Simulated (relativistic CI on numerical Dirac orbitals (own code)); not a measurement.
# Dy+: what numerical and physical settings do to a radial Dirac CI calculation

Reference input:

```
atom Dy  Z=66  charge=1  electrons=65
nucleus A=164  rms_radius_fm=5.2218
hamiltonian dirac-coulomb  breit=on  qed=on  c_scale=1
orbitals kli  potential=per-configuration
slater_scale 1
correlation none
mixing on
grid step=0.0125 r_max=129.7
scf mixing=0.4 start=green max_iterations=150 tolerance=2e-08 node_fill=0.05
configurations
  [Xe] 4f10 6s
  [Xe] 4f9 6s2
end
```

Computed lowest total energy -12142.26824 Ha, first excitation 3428.3 cm⁻¹, 29 SCF steps. Runs with settings changed; * marks those that are bad on purpose:

| Changed | Outcome | Lowest level | ΔE (Ha) | First excitation (cm⁻¹) | SCF steps | Message |
| --- | --- | --- | --- | --- | --- | --- |
| nuclear radius 5.744 fm | converged | 4f⁹6s² ⁶H°15/2 | 0.192 | 3428.4 | 29 |  |
| SCF tolerance 1e-10 | converged | 4f⁹6s² ⁶H°15/2 | -1.44e-09 | 3428.3 | 36 |  |
| iteration limit 30, SCF tolerance 1e-05, start potential previous | converged | 4f⁹6s² ⁶H°15/2 | 3.9e-07 | 3428.3 | 30 |  |
| SCF tolerance 0.3 * | converged | 4f⁹6s² ⁶H°15/2 | 0.328 | 3549.8 | 6 |  |
| node fill of the KLI weights 50 * | converged | 4f⁹6s² ⁶H°15/2 | 1.29 | 5638.9 | 75 |  |

With so few configurations and no correlation the model can put configurations in the wrong order; the tabulated ground configuration is [Xe] 4f10 6s.
